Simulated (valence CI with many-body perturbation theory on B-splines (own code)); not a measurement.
## Ga26+: electric-dipole lines

Method: relativistic CI+MBPT: three valence electrons over a frozen Dirac-Fock core [He], a basis of 11 s, 11 p, 9 d, 7 f, 5 g, 2 h, 1 i functions for each j, with the one-electron correlation potential Σ1 (screened to all orders), the two-electron term Σ2, the three-electron term Σ3, Breit, model QED; selected single and double excitations, second order for the rest (own B-spline code, finite nucleus).

No measured spectrum was set against this ion. As an estimate, large intervals hold to a few tenths of a per cent, small ones and those within an open d or f shell to about a per cent.

Lines 1 to 50 of 250 in falling wavelength, among levels below 1732.9 eV, chosen from the strongest by gf and those to the six lowest levels. Wavelengths and rates use the calculated energies. Electric multipoles are in the length gauge, E1 and E2 with the static RPA response of the core. Weak lines are less certain than strong ones. Lines between different terms over intervals too small for the method are left out, as are lines whose strength nearly cancels. Where a level lies close to another of its J and parity, the split of strength between their lines is uncertain. The highest levels of a list are the least certain.

Levels are named by their leading jj configuration (3d3/2^4 stands for four electrons in 3d with j = 3/2), which in mixed levels can hold well under half, so a name can repeat and another be missing. Letters in brackets count levels of one name in rising energy.

| λ vac (nm) | Upper | Lower | A (s⁻¹) | S (a.u.) with core polarisation | S without |
| --- | --- | --- | --- | --- | --- |
| 54.03 | (2s 2p3/2 3d5/2) J=9/2 | (2s 2p3/2 3p3/2) J=7/2 | 6.50e+08 | 5.06e-01 | 5.06e-01 |
| 51.60 | (2s 2p1/2 3d5/2) J=7/2 | (2s 2p1/2 3p3/2) J=5/2 | 7.27e+08 | 3.94e-01 | 3.94e-01 |
| 49.41 | (2p1/2^2 3d5/2) J=5/2 | (2p1/2^2 3p3/2) J=3/2 | 8.03e+08 | 2.87e-01 | 2.87e-01 |
| 49.35 | (2s 2p3/2 3d5/2) J=7/2 [b] | (2s 2p3/2 3p3/2) J=5/2 [b] | 7.50e+08 | 3.56e-01 | 3.56e-01 |
| 45.96 | (2s 2p3/2 3d5/2) J=7/2 [a] | (2s 2p3/2 3p1/2) J=5/2 | 5.56e+08 | 2.13e-01 | 2.13e-01 |
| 45.68 | (2s 2p3/2 3d5/2) J=5/2 [b] | (2s 2p3/2 3p3/2) J=3/2 [b] | 7.60e+08 | 2.15e-01 | 2.15e-01 |
| 45.16 | (2s 2p1/2 3d5/2) J=5/2 [a] | (2s 2p1/2 3p3/2) J=3/2 [a] | 7.28e+08 | 1.99e-01 | 1.99e-01 |
| 44.85 | (2s^2 3d5/2) J=5/2 | (2s^2 3p3/2) J=3/2 | 1.01e+09 | 2.71e-01 | 2.71e-01 |
| 41.89 | (2s 2p1/2 3d3/2) J=5/2 | (2s 2p1/2 3p1/2) J=3/2 | 8.76e+08 | 1.91e-01 | 1.91e-01 |
| 41.88 | (2s 2p1/2 3d5/2) J=5/2 [b] | (2s 2p1/2 3p3/2) J=3/2 [b] | 1.18e+09 | 2.56e-01 | 2.56e-01 |
| 41.66 | (2p1/2 2p3/2 3p1/2) J=5/2 | (2p1/2 2p3/2 3s) J=3/2 [a] | 8.53e+08 | 1.83e-01 | 1.83e-01 |
| 41.55 | (2s 2p3/2 3d5/2) J=5/2 [a] | (2s 2p3/2 3p3/2) J=3/2 [a] | 8.06e+08 | 1.71e-01 | 1.71e-01 |
| 40.34 | (2p1/2 2p3/2 3p3/2) J=3/2 [b] | (2p1/2 2p3/2 3s) J=3/2 [b] | 1.10e+09 | 1.43e-01 | 1.43e-01 |
| 40.23 | (2p1/2 2p3/2 3p3/2) J=7/2 | (2p1/2 2p3/2 3s) J=5/2 | 2.30e+09 | 5.92e-01 | 5.92e-01 |
| 40.09 | (2p1/2^2 3d3/2) J=3/2 | (2p1/2^2 3p1/2) J=1/2 | 1.45e+09 | 1.85e-01 | 1.85e-01 |
| 40.05 | (2s 2p3/2 3d3/2) J=5/2 [b] | (2s 2p3/2 3p1/2) J=3/2 [b] | 1.01e+09 | 1.93e-01 | 1.93e-01 |
| 39.97 | (2s 2p1/2 3p3/2) J=3/2 [b] | (2s 2p1/2 3s) J=1/2 [b] | 1.16e+09 | 1.46e-01 | 1.46e-01 |
| 39.73 | (2s 2p3/2 3p1/2) J=3/2 [a] | (2s 2p3/2 3s) J=5/2 | 1.21e+09 | 1.50e-01 | 1.50e-01 |
| 39.72 | (2s 2p1/2 3d3/2) J=3/2 [a] | (2s 2p1/2 3p1/2) J=1/2 [a] | 1.21e+09 | 1.50e-01 | 1.50e-01 |
| 39.51 | (2s 2p3/2 3d3/2) J=7/2 | (2s 2p3/2 3p3/2) J=5/2 [a] | 1.30e+09 | 3.18e-01 | 3.18e-01 |
| 38.83 | (2p1/2 2p3/2 3p3/2) J=5/2 [a] | (2p1/2 2p3/2 3s) J=3/2 [a] | 1.30e+09 | 2.25e-01 | 2.25e-01 |
| 38.77 | (2p1/2^2 3p3/2) J=3/2 | (2p1/2^2 3s) J=1/2 | 1.51e+09 | 1.73e-01 | 1.73e-01 |
| 36.97 | (2p1/2 2p3/2 3p3/2) J=5/2 [b] | (2p1/2 2p3/2 3s) J=3/2 [b] | 2.02e+09 | 3.03e-01 | 3.03e-01 |
| 36.72 | (2s 2p3/2 3p1/2) J=5/2 | (2s 2p3/2 3s) J=5/2 | 1.76e+09 | 2.59e-01 | 2.59e-01 |
| 36.63 | (2s^2 3d3/2) J=3/2 | (2s^2 3p1/2) J=1/2 | 1.50e+09 | 1.46e-01 | 1.46e-01 |
| 36.51 | (2s 2p3/2 3p3/2) J=5/2 [a] | (2s 2p3/2 3s) J=3/2 [a] | 1.70e+09 | 2.45e-01 | 2.45e-01 |
| 36.19 | (2s 2p3/2 3p3/2) J=7/2 | (2s 2p3/2 3s) J=5/2 | 2.65e+09 | 4.97e-01 | 4.97e-01 |
| 36.06 | (2p1/2 2p3/2 3p1/2) J=3/2 [b] | (2p1/2 2p3/2 3s) J=5/2 | 2.59e+09 | 2.39e-01 | 2.39e-01 |
| 35.73 | (2s 2p3/2 3p3/2) J=5/2 [b] | (2s 2p3/2 3s) J=3/2 [b] | 1.35e+09 | 1.83e-01 | 1.83e-01 |
| 34.36 | (2s 2p1/2 3p3/2) J=5/2 | (2s 2p1/2 3s) J=3/2 | 3.08e+09 | 3.70e-01 | 3.70e-01 |
| 33.81 | (2s^2 3p3/2) J=3/2 | (2s^2 3s) J=1/2 | 2.88e+09 | 2.20e-01 | 2.20e-01 |
| 33.49 | (2s 2p3/2 3p3/2) J=3/2 [b] | (2s 2p3/2 3s) J=1/2 | 1.85e+09 | 1.37e-01 | 1.37e-01 |
| 32.43 | (2s 2p1/2 3p3/2) J=3/2 [a] | (2s 2p1/2 3s) J=1/2 [a] | 2.84e+09 | 1.91e-01 | 1.91e-01 |
| 31.22 | (2p1/2 2p3/2 3p3/2) J=5/2 [b] | (2p1/2 2p3/2 3s) J=5/2 | 1.41e+09 | 1.27e-01 | 1.27e-01 |
| 27.62 | (2s 2p3/2 3p3/2) J=5/2 [a] | (2s 2p3/2 3s) J=5/2 | 1.79e+09 | 1.12e-01 | 1.12e-01 |
| 19.08 | (2s 2p1/2 2p3/2) J=5/2 | (2s^2 2p3/2) J=3/2 | 3.35e+08 | 6.89e-03 | 6.91e-03 |
| 17.89 | (2p1/2 2p3/2^2) J=5/2 | (2s 2p3/2^2) J=3/2 | 3.98e+09 | 6.75e-02 | 6.78e-02 |
| 14.85 | (2p1/2^2 2p3/2) J=3/2 | (2s 2p1/2 2p3/2) J=3/2 [b] | 1.02e+09 | 6.60e-03 | 6.62e-03 |
| 13.79 | (2p3/2^2 3s) J=5/2 | (2s 2p3/2 3s) J=3/2 [b] | 8.57e+09 | 6.65e-02 | 6.67e-02 |
| 13.27 | (2p1/2^2 3d5/2) J=5/2 | (2s 2p1/2 3d5/2) J=7/2 | 9.06e+09 | 6.27e-02 | 6.29e-02 |
| 12.85 | (2p1/2 2p3/2^2) J=3/2 | (2s 2p1/2 2p3/2) J=1/2 | 1.24e+10 | 5.19e-02 | 5.21e-02 |
| 12.72 | (2p1/2 2p3/2 3p3/2) J=7/2 | (2s 2p3/2 3p3/2) J=7/2 | 8.66e+09 | 7.04e-02 | 7.07e-02 |
| 12.29 | (2p1/2 2p3/2 3s) J=5/2 | (2s 2p3/2 3s) J=5/2 | 9.40e+09 | 5.17e-02 | 5.18e-02 |
| 11.64 | (2p1/2 2p3/2^2) J=5/2 | (2s 2p3/2^2) J=5/2 | 1.56e+10 | 7.30e-02 | 7.32e-02 |
| 11.62 | (2s 2p3/2^2) J=5/2 | (2s^2 2p3/2) J=3/2 | 8.83e+09 | 4.10e-02 | 4.11e-02 |
| 11.38 | (2p1/2 2p3/2^2) J=3/2 | (2s 2p1/2 2p3/2) J=3/2 [b] | 8.37e+09 | 2.43e-02 | 2.44e-02 |
| 11.13 | (2p3/2^3) J=3/2 | (2s 2p3/2^2) J=3/2 | 3.66e+10 | 9.96e-02 | 1.00e-01 |
| 10.83 | (2p1/2^2 2p3/2) J=3/2 | (2s 2p1/2 2p3/2) J=5/2 | 2.31e+10 | 5.80e-02 | 5.82e-02 |
| 10.60 | (2p1/2 2p3/2 3p3/2) J=5/2 [a] | (2s 2p1/2 3p3/2) J=3/2 [a] | 1.09e+10 | 3.86e-02 | 3.87e-02 |
| 10.58 | (2p1/2 2p3/2^2) J=5/2 | (2s 2p1/2 2p3/2) J=3/2 [b] | 8.68e+09 | 3.04e-02 | 3.05e-02 |
